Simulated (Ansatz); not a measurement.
Cu5H4, 9 atoms. Hardware: 4 threads of Arm Neoverse V2 on a shared host.

Correlated methods freeze 45 core orbitals.

(1) How many basis functions does each of these Ansatz runs have, and roughly what does it cost? MP2/def2-TZVP, charge 0 doublet, energy, from earlier orbitals; LDA (SPW92)/def2-TZVP, charge 0 doublet, energy, from earlier orbitals; revPBE-D4/def2-TZVP, charge 0 doublet, energy, from earlier orbitals; RPA@PBE/def2-TZVP, charge 0 doublet, energy, from earlier orbitals; PBE-D4/def2-SVP, charge 0 doublet, energy with a search over starts; PBE-D4/def2-TZVP, charge 0 doublet, energy and forces, from earlier orbitals; r2SCAN-D4/def2-TZVP, charge 0 doublet, energy, from earlier orbitals; PBE0-D4/def2-SVP, charge 0 doublet, energy, from earlier orbitals; PBE-D4/def2-SVP, charge 0 doublet, energy, from earlier orbitals; HF/STO-3G, charge 0 doublet, energy; B3LYP-D4/def2-SVP, charge 0 doublet, relaxation, 44 steps; PBE0-D4/def2-TZVP, charge 0 doublet, energy, from earlier orbitals.

## Answers

(1) Other jobs shared the machine, so times can vary by a factor of up to 3. A dash marks memory too small to be measured apart from the calling script's.

| run | functions | fitting or Cholesky vectors | wall time | peak host memory (GiB) |
| --- | --- | --- | --- | --- |
| LDA (SPW92)/def2-TZVP, charge 0 doublet, energy, from earlier orbitals | 249 | 2441 | 6 s | 0.61 |
| PBE-D4/def2-SVP, charge 0 doublet, energy, from earlier orbitals | 175 | 2152 | 7 s | – |
| revPBE-D4/def2-TZVP, charge 0 doublet, energy, from earlier orbitals | 249 | 2441 | 11 s | 0.65 |
| PBE0-D4/def2-SVP, charge 0 doublet, energy, from earlier orbitals | 175 | 1946 | 12 s | 1.1 |
| PBE-D4/def2-TZVP, charge 0 doublet, energy and forces, from earlier orbitals | 249 | 2441 | 12 s | 0.64 |
| PBE-D4/def2-SVP, charge 0 doublet, energy with a search over starts | 175 | 2152 | 14 s | – |
| PBE0-D4/def2-TZVP, charge 0 doublet, energy, from earlier orbitals | 249 | 2557 | 22 s | 1.6 |
| MP2/def2-TZVP, charge 0 doublet, energy, from earlier orbitals | 249 | 2557 | 22 s | 1.5 |
| r2SCAN-D4/def2-TZVP, charge 0 doublet, energy, from earlier orbitals | 249 | 2441 | 25 s | 0.79 |
| HF/STO-3G, charge 0 doublet, energy | 94 | 828 | 27 s | 0.8 |
| RPA@PBE/def2-TZVP, charge 0 doublet, energy, from earlier orbitals | 249 | 2557 | 31 s | 1.1 |
| B3LYP-D4/def2-SVP, charge 0 doublet, relaxation, 44 steps | 175 | 2114 | 8.1 min | 1.1 |
